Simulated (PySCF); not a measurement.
Molfile (atoms numbered from 1):
```
C3H9OPSi
     RDKit          3D

 15 15  0  0  0  0  0  0  0  0999 V2000
   -0.6746    2.4834    0.0264 O   0  0  0  0  0  0  0  0  0  0  0  0
   -0.7837    1.1581   -0.5813 P   0  0  2  0  0  5  0  0  0  0  0  0
   -1.5659   -0.2814    0.2586 C   0  0  0  0  0  0  0  0  0  0  0  0
   -0.4566   -1.1849   -0.3133 C   0  0  0  0  0  0  0  0  0  0  0  0
    0.5736   -0.0770   -0.6264 C   0  0  2  0  0  0  0  0  0  0  0  0
    1.7974    0.2783    0.7846 Si  0  0  0  0  0  4  0  0  0  0  0  0
   -1.3408    1.1733   -1.8646 H   0  0  0  0  0  0  0  0  0  0  0  0
   -1.4810   -0.1618    1.3398 H   0  0  0  0  0  0  0  0  0  0  0  0
   -2.5871   -0.5641    0.0124 H   0  0  0  0  0  0  0  0  0  0  0  0
   -0.7954   -1.6747   -1.2266 H   0  0  0  0  0  0  0  0  0  0  0  0
   -0.1012   -1.9517    0.3748 H   0  0  0  0  0  0  0  0  0  0  0  0
    1.0934   -0.1973   -1.5761 H   0  0  0  0  0  0  0  0  0  0  0  0
    1.0850    0.4852    2.0449 H   0  0  0  0  0  0  0  0  0  0  0  0
    2.6347   -0.9210    0.9035 H   0  0  0  0  0  0  0  0  0  0  0  0
    2.5978    1.4435    0.4213 H   0  0  0  0  0  0  0  0  0  0  0  0
  1  2  2  0
  2  3  1  0
  3  4  1  0
  4  5  1  0
  5  6  1  0
  5  2  1  0
  2  7  1  6
  3  8  1  0
  3  9  1  0
  4 10  1  0
  4 11  1  0
  5 12  1  6
  6 13  1  0
  6 14  1  0
  6 15  1  0
M  END
```

[PySCF: PBE0/pcSseg-1 with gauge-including orbitals; GFN2-xTB geometry; in vacuum; one averaged value for each set of equivalent atoms; non-relativistic Hamiltonian; one conformer]

δ = σ(ref) − σ, references computed at the same level: 13C and 1H and 29Si vs TMS; 17O vs H2O; 31P against H3PO4.

```json
{"atoms": "C5", "nucleus": "13C", "count": "1", "Hirshfeld charge": "-0.16", "δ (ppm)": "34.6"}
{"atoms": "H11", "nucleus": "1H", "count": "1", "Hirshfeld charge": "0.04", "δ (ppm)": "1.60"}
{"atoms": "H7", "nucleus": "1H", "count": "1", "Hirshfeld charge": "0.00", "δ (ppm)": "7.65"}
{"atoms": "H8", "nucleus": "1H", "count": "1", "Hirshfeld charge": "0.05", "δ (ppm)": "?"}
{"atoms": "H9", "nucleus": "1H", "count": "1", "Hirshfeld charge": "0.05", "δ (ppm)": "2.39"}
{"atoms": "O1", "nucleus": "17O", "count": "1", "Hirshfeld charge": "-0.39", "δ (ppm)": "146.1"}
{"atoms": "C4", "nucleus": "13C", "count": "1", "Hirshfeld charge": "-0.07", "δ (ppm)": "?"}
{"atoms": "H10", "nucleus": "1H", "count": "1", "Hirshfeld charge": "0.04", "δ (ppm)": "1.65"}
{"atoms": "P2", "nucleus": "31P", "count": "1", "Hirshfeld charge": "0.40", "δ (ppm)": "-7.7"}
{"atoms": "C3", "nucleus": "13C", "count": "1", "Hirshfeld charge": "-0.12", "δ (ppm)": "?"}
{"atoms": "H12", "nucleus": "1H", "count": "1", "Hirshfeld charge": "0.05", "δ (ppm)": "2.28"}
{"atoms": "Si6", "nucleus": "29Si", "count": "1", "Hirshfeld charge": "0.31", "δ (ppm)": "?"}
{"atoms": "H13/H14/H15", "nucleus": "1H", "count": "3", "Hirshfeld charge": "-0.07", "δ (ppm)": "4.05"}
```

Fill in the missing shifts.

Results:


- C3: 38.1 ppm, sp3 CH2 bonded to P
- C4: 11.8 ppm, sp3 CH2 in a ring; saturated and bonded to C and H only
- H8: 2.67 ppm, hydrogen on an sp3 CH2 bonded to P
- Si6: -73.4 ppm, silicon bonded to C, 3 H

Shifts are as computed. Against solution values, carbons near 30 ppm lie about +3 ppm off and those near 130 ppm about +5 ppm. Of 1211 compounds with measured shifts, 218 miss one by over three times the rms of a fit or turn the order of signals round; such compounds aren't used in these exercises. Experimental scales use liquid or dissolved standards, which lie at an offset from isolated H2O (liquid H2O: subtract about 36 ppm) and H3PO4.
